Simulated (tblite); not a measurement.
Species: C7H18N2.
Structure used (GFN2-xTB), in Å, numbered top down from 1:
```
atom  x, y, z in Å
C1     2.7899   -1.2628   -0.2426
C2     1.7751   -0.4964   -1.0950
N3     0.8946    0.4146   -0.3758
C4     1.5944    1.4928    0.2908
N5     0.0238   -0.3171    0.4711
C6    -1.3980   -0.0269    0.2999
C7    -1.7733   -0.3835   -1.1396
C8    -1.7745    1.4366    0.5790
C9    -2.1411   -0.9392    1.2792
H10    3.3174   -1.9830   -0.8627
H11    3.5222   -0.5920    0.2011
H12    2.2751   -1.7996    0.5505
H13    2.2958    0.0918   -1.8556
H14    1.1230   -1.2116   -1.5999
H15    2.1855    1.1569    1.1577
H16    2.2645    1.9696   -0.4229
H17    0.8761    2.2351    0.6367
H18    0.2941   -0.2389    1.4509
H19   -1.1890    0.2191   -1.8291
H20   -2.8299   -0.1995   -1.3139
H21   -1.5617   -1.4323   -1.3284
H22   -1.4501    1.7345    1.5753
H23   -1.3119    2.0891   -0.1567
H24   -2.8530    1.5624    0.5201
H25   -1.8351   -1.9713    1.1304
H26   -1.9196   -0.6577    2.3071
H27   -3.2141   -0.8645    1.1256
```

Computed with GFN2-xTB (tblite): harmonic, unscaled wavenumbers at the GFN2-xTB geometry, gas phase. Errors from tens to a few hundred cm⁻¹ against measured bands are possible. One conformer, not necessarily the lowest.

Harmonic wavenumbers (cm⁻¹): 43.6, 71.4, 109.6, 171.8, 186.3, 196.1, 216.1, 239.2, 258.5, 281.2, 296.0, 308.1, 377.4, 393.7, 436.9, 460.6, 473.1, 565.1, 718.1, 808.4, 818.3, 865.7, 941.9, 950.7, 955.4, 958.0, 998.2, 1026.2, 1033.8, 1043.8, 1072.9, 1085.6, 1112.7, 1194.0, 1206.6, 1230.1, 1241.2, 1266.5, 1290.0, 1331.4, 1388.4, 1393.4, 1394.3, 1398.9, 1411.4, 1418.8, 1465.2, 1480.6, 1483.6, 1492.7, 1494.3, 1496.5, 1498.9, 1503.8, 1506.0, 1513.0, 1517.5, 2844.5, 2954.4, 2985.1, 3011.0, 3013.9, 3017.1, 3020.5, 3030.3, 3033.0, 3039.9, 3040.1, 3043.5, 3044.2, 3045.5, 3046.9, 3049.3, 3054.0, 3272.0.

A = 2508, B = 1002, C = 907.6 MHz; mass 130.147 u (most abundant isotopes); point group C1, symmetry number 1.

Problem. Zero-point energy?

Solution. Half the sum of the wavenumbers: 53818 cm⁻¹ = 153.88 kcal/mol.

Problem. Give the ideal-gas entropy at 350 K and 1 bar in the rigid-rotor, harmonic-oscillator model (classical rotation).

Solution. Translation 41.33, rotation 29.81, vibration 43.16: S = 114.3 cal/(mol K).

Problem. And Cp and H(350 K) − H(0)?

Solution. Cp = 54.09 cal/(mol K), of which vibrations give 46.15 (their classical limit is 75 R = 149.0); H(350 K) − H(0) = 10.90 kcal/mol without the zero-point energy, 8.12 from vibrations.

Problem. What must be added to the electronic energy to get the Gibbs energy at 350 K and 1 bar?

Solution. ZPE + [H(350 K) − H(0)] − T·S = 153.88 + 10.90 − 40.00 = 124.78 kcal/mol.

Problem. How do the functions run with temperature in this model?

Solution. 
```tsv
T (K)	S (cal/(mol K))	Cp (cal/(mol K))	H − H(0) (kcal/mol)	G − H(0) (kcal/mol)	ln q(vib)
150	80.8	28.9	2.65	-9.47	3.38
250	98.4	41.1	6.15	-18.46	6.70
298.15	106.2	47.3	8.27	-23.39	8.31
400	121.9	60.6	13.77	-35.01	11.71
600	151.0	83.1	28.25	-62.35	18.34
900	189.4	106.2	56.90	-113.56	27.92
```

q(vib) and H(0) count from the zero-point level.

Problem. Blend soft modes into free rotors: weight 1/[1 + (100 cm⁻¹/ν̃)⁴] for the oscillator and the rest for a rotor with moment μB/(μ + B), μ = h/(8π²ν), B = 10⁻⁴⁴ kg m². What vibrational entropy results?

Solution. 40.49 cal/(mol K) in place of 43.16, which changes −T·S at 350 K by +0.93 kcal/mol.

Hindered rotation and anharmonicity are outside this model. Other conformers, if any are populated, would add a mixing term that is left out. The structure is chiral; the term R ln 2 for an equal mix with its mirror image is left out.
